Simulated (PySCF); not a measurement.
HO4S, SMILES [O]S(=O)(=O)O (connectivity only; charge and spin as stated), charge -1, multiplicity 1.

Geometry: r2SCAN-D4/def2-SVPD. The multiplicity is an assumed one; other spin states were not compared. The isomer is the one that the SMILES or the coordinates give; other isomers of the formula were not compared. The values are those of a single conformer.

All values below come from r2SCAN-D4/def2-SVPD (PySCF).

Frequencies are harmonic and unscaled.

**Question.** Give all harmonic wavenumbers and intensities. (An estimate is asked for; the answer gives what the named calculation found.)

**Answer.** 
| mode | ν (cm⁻¹) | IR (km/mol) | moving atoms (share of kinetic energy) |
|---|---|---|---|
| 1 | 50 | 63.6 | H 88 %, O 11 % |
| 2 | 362 | 4.3 | O 93 % |
| 3 | 389 | 7.7 | O 93 % |
| 4 | 505 | 21.0 | O 80 %, S 15 % |
| 5 | 517 | 7.1 | O 89 %, S 11 % |
| 6 | 525 | 33.4 | O 80 %, S 20 % |
| 7 | 677 | 261.9 | S 50 %, O 49 % |
| 8 | 996 | 81.1 | O 89 %, S 11 % |
| 9 | 1105 | 101.3 | H 74 %, O 24 % |
| 10 | 1194 | 378.0 | O 55 %, S 45 % |
| 11 | 1250 | 333.9 | S 44 %, O 43 %, H 13 % |
| 12 | 3798 | 26.5 | H 94 % |
